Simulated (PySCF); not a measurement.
**Krypton: a sound run and one with changed settings**

Sound run: Kr⁺ [Ar] 3d10 4s2 4p5, Kr²⁺ [Ar] 3d10 4s2 4p4. All numbers are calculated (PySCF 2.14, scalar relativity by spin-free X2C-1e, in Sapporo-DKH3-DZP-2012). The sound run starts from symmetry-adapted Hartree-Fock orbitals and uses a fine grid where one is needed.

A second run was set up differently.

| species | method | sound run (hartree) | changed run (hartree) | converged |
| --- | --- | --- | --- | --- |
| Kr⁺ | UHF | -2787.62818 | -2787.62818 | yes |
| Kr⁺ | PBE0 | -2789.14865 | -2792.19461 | yes |
| Kr⁺ | M06-2X | -2789.60190 | -2790.37925 | yes |
| Kr²⁺ | UHF | -2786.77248 | -2786.77248 | yes |
| Kr²⁺ | PBE0 | -2788.25185 | -2791.28872 | yes |
| Kr²⁺ | M06-2X | -2788.71145 | -2789.48525 | yes |

Ionisation energy of Kr⁺:

```tsv
method	sound run (eV)	changed run (eV)
UHF	23.285	23.285
PBE0	24.403	24.651
M06-2X	24.230	24.327
```

Problem. What was changed?
A. angular grid far too coarse
B. a valence shell is frozen
C. all electrons correlated in a valence basis
D. minimal basis

Solution. A. It used 6 angular points. A coarse angular grid integrates products of high-l functions wrongly, so density functionals can shift, and the SCF can exploit the error; Hartree-Fock and MP2 need no grid.
